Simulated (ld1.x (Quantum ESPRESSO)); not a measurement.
## u(r) = r·R(r): atom against pseudo-atom (hafnium (Hf))

Columns: radius, all-electron u(r) and pseudo u(r) of the 6s shell (level -5.27 eV) of hafnium in the configuration [Kr] 4d10 4f14 5s2 5p6 5d2 6s2 6p0; LDA (PZ), scalar-relativistic, RRKJ scheme, ld1.x (Quantum ESPRESSO) 7.5.

```
r (bohr)  all-electron   pseudo
   0.140        0.1147  -0.0104
   0.280       -0.0954  -0.0213
   0.420       -0.1535  -0.0336
   0.560        0.0279  -0.0479
   0.700        0.2023  -0.0650
   0.840        0.2810  -0.0859
   0.980        0.2684  -0.1114
   1.120        0.1947  -0.1424
   1.260        0.0886  -0.1796
   1.400       -0.0288  -0.2231
   1.540       -0.1441  -0.2725
   1.680       -0.2494  -0.3263
   1.820       -0.3412  -0.3821
   1.960       -0.4179  -0.4367
   2.100       -0.4798  -0.4869
   2.240       -0.5278  -0.5299
   2.380       -0.5633  -0.5637
   2.520       -0.5879  -0.5879
   2.660       -0.6028  -0.6028
   2.800       -0.6098  -0.6098
   2.940       -0.6099  -0.6099
   3.080       -0.6044  -0.6044
   3.220       -0.5943  -0.5943
   3.360       -0.5806  -0.5806
   3.500       -0.5639  -0.5639
   3.640       -0.5449  -0.5449
```

Problem. How many radial nodes do the two functions have?

Solution. The all-electron 6s function has n − l − 1 = 5 (the table is too coarse to show those close to the nucleus); the pseudo-wave has 0, since the states of the same l below it are removed with the core.

Problem. At about which radius was the pseudo-wave matched?

Solution. 2.80 bohr. The columns agree to 0.0005 from 2.38 bohr on; several derivatives are matched, so the curves merge somewhat inside the radius.

Problem. Where does each function peak?

Solution. Outermost all-electron maximum near 2.94 bohr, pseudo maximum near 2.94 bohr (to the table’s step).

Problem. Is the pseudo-wave norm-conserving?

Solution. Yes: the RRKJ scheme keeps the norm inside the radius equal to the all-electron one, which fixes the energy derivative of the logarithmic derivative at the level.
